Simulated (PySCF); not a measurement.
# Where the electron goes

C₄H₉NSi₂.
Geometry (PBE0-D3(BJ)/def2-SVP, Å), atoms numbered from 1 in this order:
```xyz
16
C4H9NSi2 angstrom
N      1.5401    3.5021   -0.7546
C      1.1592    2.4079   -0.6932
Si     0.5870    0.6375   -0.5595
Si     2.5190   -0.6852   -0.4265
C     -0.5125    0.4629    0.9296
C     -1.9834    0.7921    0.8428
C     -1.5550   -0.6317    0.9590
H     -0.1954    0.3573   -1.8009
H      2.1193   -2.1210   -0.3052
H      3.3610   -0.5055   -1.6465
H      3.3005   -0.2902    0.7842
H     -0.0297    0.6874    1.8874
H     -2.3819    1.1364   -0.1165
H     -2.4414    1.2721    1.7114
H     -1.7116   -1.1484    1.9095
H     -1.6622   -1.2781    0.0821
```

Level of theory: TDDFT PBE0/def2-SVPD, vertical, gas phase, core orbitals frozen in the response (PySCF 2.14.0, density-fitted response routines).

Kohn–Sham orbitals with the atoms that hold most of them (Löwdin shares over 4%, at most four atoms; ? is withheld):

```json
{"orbital": "LUMO+2", "ε (eV)": "0.03", "atoms": "Si4 30%, Si3 23%, H11 12%, H8 10%"}
{"orbital": "LUMO+1", "ε (eV)": "-0.52", "atoms": "C2 24%, N1 24%, Si3 22%, Si4 13%"}
{"orbital": "LUMO", "ε (eV)": "?", "atoms": "Si3 24%, C2 21%, N1 20%, Si4 12%"}
{"orbital": "HOMO", "ε (eV)": "-8.27", "atoms": "?"}
{"orbital": "HOMO-1", "ε (eV)": "-8.94", "atoms": "?"}
{"orbital": "HOMO-2", "ε (eV)": "-9.37", "atoms": "C5 20%, N1 16%, C6 14%, C2 12%"}
{"orbital": "HOMO-3", "ε (eV)": "-9.60", "atoms": "N1 18%, C2 14%, C6 13%, C5 13%"}
```

Task: Give the leading atoms of the HOMO.

Result: Si4 (bonded to Si and 3 H) 24%; Si3 (bonded to 2 C, Si and H) 20%; C6 (bonded to 2 C and 2 H) 13%; C5 (bonded to 2 C, Si and H) 12%. By element: silicon 44%, carbon 25% or more.

Task: Which atoms hold the HOMO-1, and with what shares?

Result: C7 (bonded to 2 C and 2 H) 27%; C5 (bonded to 2 C, Si and H) 25%; C6 (bonded to 2 C and 2 H) 12%; N1 (bonded to C) 8%. By element: carbon 64% or more, nitrogen 8%.

Task: What is the LUMO energy, and the HOMO–LUMO gap?

Result: ε(LUMO) = -0.66 eV; the gap is 7.61 eV (0.2798 hartree).

Task: How does S1 compare with the orbital gap of 7.61 eV?

Result: S1 is at 6.36 eV (f = 0.020), 1.25 eV below the gap, made of HOMO→LUMO (72%), HOMO→LUMO+1 (16%). Without the coupling terms of the response equations the lowest excitation would equal the gap.

Next come S2 at 6.63 eV (f 0.066), HOMO→LUMO+1 (69%), HOMO→LUMO (15%); S3 at 6.95 eV (f 0.013), HOMO-1→LUMO+1 (28%), HOMO-1→LUMO (23%), HOMO-2→LUMO (10%); S4 at 7.13 eV (f 0.015), HOMO-1→LUMO (32%), HOMO-2→LUMO (15%), HOMO→LUMO+2 (13%); S5 at 7.19 eV (f 0.052), HOMO→LUMO+2 (35%), HOMO-1→LUMO+1 (22%), HOMO-1→LUMO (19%).

Time: 4.5 min wall; peak memory 0.90 GiB. Hardware: one thread of an Arm Neoverse V1, shared host with 32 logical CPUs at a one-minute load of 34.

One conformer stands for the species.
